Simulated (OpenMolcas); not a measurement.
## Rh3+: moving or changing the point charges

Rh3+ among 4 point charges of -2 e arranged as a tetrahedron (Td), 1.95 Å from the ion.

| Property | Result |
| --- | --- |
| Program | OpenMolcas |
| Method | CASSCF |
| Basis | ANO-RCC-VDZP [6s5p3d1f] |
| Scalar Hamiltonian | DKH2, point nucleus |
| Active space | 6 electrons in 5 orbitals (4d) |
| State averaging | 2S+1 = 5 even, 5 roots; 2S+1 = 3 even, 45 roots; 2S+1 = 1 even, 50 roots |
| Spin-orbit coupling | RASSI with atomic mean-field integrals over the reference wave functions |

Runs around this geometry, states (labels of Td). Energies in cm-1 above the lowest state or level, χT in cm3 K/mol; 10Dq and B are least-squares fits to the states below 45000 cm-1, weighted by degeneracy, with a free offset, and given where the rms deviation is under 5 % of |10Dq| (or 100 cm-1) and under 700 cm-1; 10Dq is negative for this site.

```csv
R (Å),q (e),Ground state,First state of that spin,10Dq,B (rms of fit),First gap with spin-orbit (degeneracies),χT at 300 K,First state of another spin
1.95,-1,5E,5T2 2150,,,"109.5 (1, 3)",4.817,3T1 18458
1.82,-2,5E,5T2 4478,-4321,914 (104),"117.2 (1, 3)",4.056,3T1 16545
1.95,-2,5E,5T2 3564,,,"119.1 (1, 3)",4.295,3T1 17417
2.14,-2,5E,5T2 2529,,,"114.7 (1, 3)",4.654,3T1 18202
```

Taking the first state of the same spin as R^-n, n = -ln(2529 / 4478) / ln(2.14 / 1.82) = 3.5 between the shortest and longest distance.

Scaling the charges by -1 / -2 = 0.50 scales the first state of the same spin by 2150 / 3564 = 0.60; with fixed orbitals a first-order splitting would follow the charge.

An orbital doublet at a regular site is open to a Jahn-Teller distortion, which this geometry leaves out. Without dynamic correlation the repulsion within the d shell is too large (B by tens of per cent), so at a given field states of lower spin stand too high. Point charges give a weaker field than real ligands, and real ions of this kind are as a rule low spin; the high spin found here belongs to the model. The ground term spreads over less than 5000 cm-1, several times less than with real ligands, so orbital moments are less quenched and χT lies further from the spin-only value than at real sites. Point charges carry no covalency, so the field is a model and not that of real ligands. No measured value stands beside these numbers.
